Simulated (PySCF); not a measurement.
Geometries of 2 isomers of C2H6GeN2, from PBE0-D3(BJ)/def2-SVP geometry optimisation, gas phase in PySCF 2.14.0. One conformer each, no zero-point energy, no frequencies.

Problem. Which is lower in electronic energy at this level?
A.
```xyz
11
angstrom
N     -1.037    2.138   -0.046
C     -1.152    1.003   -0.248
C     -1.209   -0.425   -0.469
Ge     0.370   -1.285    0.361
N      1.796   -0.382   -0.340
H     -1.192   -0.636   -1.549
H     -2.136   -0.841   -0.046
H      0.458   -2.750   -0.096
H      0.191   -1.202    1.894
H      2.708   -0.789   -0.156
H      1.821    0.608   -0.104
```
B.
```xyz
11
angstrom
C      2.213   -0.264    0.535
N      1.230    0.504    0.733
Ge    -0.091    0.735   -0.552
C     -1.806    0.182    0.238
N     -2.684   -0.546   -0.319
H      2.982   -0.390    1.321
H      2.394   -0.850   -0.393
H     -0.103    2.231   -0.909
H      0.159   -0.138   -1.810
H     -2.025    0.538    1.262
H     -2.389   -0.831   -1.262
```

Solution. A. That is `N#C[CH2][GeH2][NH2]`, 35.4 kcal/mol below the other.

```csv
SMILES,atoms numbered as above,E (Eh),relative (kcal/mol),relative (kJ/mol),dipole (D)
N#C[CH2][GeH2][NH2],[N:1]#[C:2][CH2:3][GeH2:4][NH2:5],-2265.44212,0.0,0.0,3.60
[H]/N=[CH]\[GeH2][N]=C,[H]/[N:5]=[CH:4]\[GeH2:3][N:2]=[CH2:1],-2265.38574,35.4,148.0,2.43
```

As drawn, the lower has a C≡N group, which the higher lacks; the higher has a C=N bond, which the lower lacks.
